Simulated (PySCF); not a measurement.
C$_{5}$H$_{7}$O$_{2}$ (SMILES [CH2]C(=O)C=C(C)O), doublet, at a GFN2-xTB geometry; PBE/STO-3G (PySCF).

Input for PySCF:
```python
from pyscf import gto, scf, dft

mol = gto.M(
    atom='''
C     2.604207   -0.060805    0.219421
C     1.237371    0.306499    0.338318
O     0.885863    1.300692    0.990787
C     0.296236   -0.557881   -0.377210
C    -1.043173   -0.386951   -0.373483
C    -1.754079    0.712760    0.329687
O    -1.874517   -1.226436   -1.021841
H     3.352421    0.541361    0.703542
H     2.924672   -0.885447   -0.390659
H     0.721473   -1.389357   -0.924747
H    -1.407705    0.781671    1.358852
H    -2.825475    0.537380    0.290195
H    -1.515844    1.666477   -0.138083
H    -1.383688   -1.927867   -1.471065
''',
    basis='sto-3g',
    charge=0,
    spin=1,
    verbose=4,
)

mf = dft.UKS(mol)
mf.xc = 'pbe'
mf.grids.atom_grid = (99, 590)
mf.grids.prune = None
mf.kernel()
```

### Question
What does PySCF print? Leave out banner, timings and long lists.

### Answer

```
PySCF version 2.14.0

[INPUT] verbose = 4
[INPUT] num. atoms = 14
[INPUT] num. electrons = 53
[INPUT] charge = 0
[INPUT] spin (= nelec alpha-beta = 2S) = 1
[INPUT] symmetry False subgroup None
[INPUT] Mole.unit = angstrom
[INPUT] Symbol           X                Y                Z      unit          X                Y                Z       unit  Magmom
[INPUT]  1 C      2.604207000000  -0.060805000000   0.219421000000 AA    4.921238001675  -0.114904797004   0.414645595978 Bohr   0.0
[INPUT]  2 C      1.237371000000   0.306499000000   0.338318000000 AA    2.338292304479   0.579199167453   0.639328363011 Bohr   0.0
[INPUT]  3 O      0.885863000000   1.300692000000   0.990787000000 AA    1.674038453886   2.457951652413   1.872316077779 Bohr   0.0
[INPUT]  4 C      0.296236000000  -0.557881000000  -0.377210000000 AA    0.559804908237  -1.054242300098  -0.712823591447 Bohr   0.0
[INPUT]  5 C     -1.043173000000  -0.386951000000  -0.373483000000 AA   -1.971311270541  -0.731231413627  -0.705780582181 Bohr   0.0
[INPUT]  6 C     -1.754079000000   0.712760000000   0.329687000000 AA   -3.314728910851   1.346921192545   0.623018136829 Bohr   0.0
[INPUT]  7 O     -1.874517000000  -1.226436000000  -1.021841000000 AA   -3.542323745841  -2.317628149307  -1.930999632852 Bohr   0.0
[INPUT]  8 H      3.352421000000   0.541361000000   0.703542000000 AA    6.335157544241   1.023024024521   1.329501697129 Bohr   0.0
[INPUT]  9 H      2.924672000000  -0.885447000000  -0.390659000000 AA    5.526829084184  -1.673252327818  -0.738238518096 Bohr   0.0
[INPUT] 10 H      0.721473000000  -1.389357000000  -0.924747000000 AA    1.363386376268  -2.625504219247  -1.747518564513 Bohr   0.0
[INPUT] 11 H     -1.407705000000   0.781671000000   1.358852000000 AA   -2.660176914181   1.477144109515   2.567858123817 Bohr   0.0
[INPUT] 12 H     -2.825475000000   0.537380000000   0.290195000000 AA   -5.339373921805   1.015501024819   0.548389072718 Bohr   0.0
[INPUT] 13 H     -1.515844000000   1.666477000000  -0.138083000000 AA   -2.864530007565   3.149185122887  -0.260939052458 Bohr   0.0
[INPUT] 14 H     -1.383688000000  -1.927867000000  -1.471065000000 AA   -2.614791361847  -3.643140634587  -2.779909961433 Bohr   0.0

nuclear repulsion = 286.187893801424
number of shells = 28
number of NR pGTOs = 126
number of NR cGTOs = 42
basis = sto-3g
ecp = {}

******** <class 'pyscf.dft.uks.UKS'> ********
method = UKS
initial guess = minao
damping factor = 0
level_shift factor = 0
DIIS = <class 'pyscf.scf.diis.CDIIS'>
diis_start_cycle = 1
diis_space = 8
diis_damp = 0
SCF conv_tol = 1e-09
SCF conv_tol_grad = None
SCF max_cycles = 50
direct_scf = True
direct_scf_tol = 1e-13
number electrons alpha = 27  beta = 26
XC library pyscf.dft.libxc version 7.1.2
    S. Lehtola, C. Steigemann, M. J. T. Oliveira, and M. A. L. Marques,  SoftwareX 7, 1–5 (2018)
XC functionals = pbe
    J. P. Perdew, K. Burke, and M. Ernzerhof,  Phys. Rev. Lett. 77, 3865 (1996)
    J. P. Perdew, K. Burke, and M. Ernzerhof,  Phys. Rev. Lett. 78, 1396 (1997)
    J. P. Perdew, K. Burke, and M. Ernzerhof,  Phys. Rev. Lett. 77, 3865 (1996)
    J. P. Perdew, K. Burke, and M. Ernzerhof,  Phys. Rev. Lett. 78, 1396 (1997)
radial grids:
    Treutler-Ahlrichs [JCP 102, 346 (1995); DOI:10.1063/1.469408] (M4) radial grids

becke partition: Becke, JCP 88, 2547 (1988); DOI:10.1063/1.454033
pruning grids: None
grids dens level: 3
symmetrized grids: False
atomic radii adjust function: <function treutler_atomic_radii_adjust>
User specified grid scheme (99, 590)
small_rho_cutoff = 0
Set gradient conv threshold to 3.16228e-05
tot grids = 817744
init E= -341.230251258686

cycle= 1 E= -339.97432041108  delta_E= 1.26  |g|= 0.546  |ddm|= 3.58
cycle= 2 E= -336.750678885692  delta_E= 3.22  |g|= 1.78  |ddm|= 3.18
cycle= 3 E= -339.951687657843  delta_E= -3.2  |g|= 0.573  |ddm|= 3.02
cycle= 4 E= -340.198646258296  delta_E= -0.247  |g|= 0.138  |ddm|= 1.13
cycle= 5 E= -340.193628015774  delta_E= 0.00502  |g|= 0.17  |ddm|= 0.549
cycle= 6 E= -340.214712045313  delta_E= -0.0211  |g|= 0.0404  |ddm|= 0.301
cycle= 7 E= -340.215722588566  delta_E= -0.00101  |g|= 0.0103  |ddm|= 0.0739
cycle= 8 E= -340.21580415904  delta_E= -8.16e-05  |g|= 0.00553  |ddm|= 0.0376
cycle= 9 E= -340.215828816613  delta_E= -2.47e-05  |g|= 0.00225  |ddm|= 0.0104
cycle= 10 E= -340.215831620818  delta_E= -2.8e-06  |g|= 0.00168  |ddm|= 0.00453
cycle= 11 E= -340.215833616798  delta_E= -2e-06  |g|= 0.000625  |ddm|= 0.00346
cycle= 12 E= -340.215833809823  delta_E= -1.93e-07  |g|= 0.000231  |ddm|= 0.00099
cycle= 13 E= -340.215833845163  delta_E= -3.53e-08  |g|= 2.34e-05  |ddm|= 0.000355
cycle= 14 E= -340.215833845923  delta_E= -7.6e-10  |g|= 1.35e-05  |ddm|= 9e-05
Extra cycle  E= -340.215833845726  delta_E= 1.97e-10  |g|= 2.6e-05  |ddm|= 6.14e-05
converged SCF energy = -340.215833845726  <S^2> = 0.76396938  2S+1 = 2.0139209
```
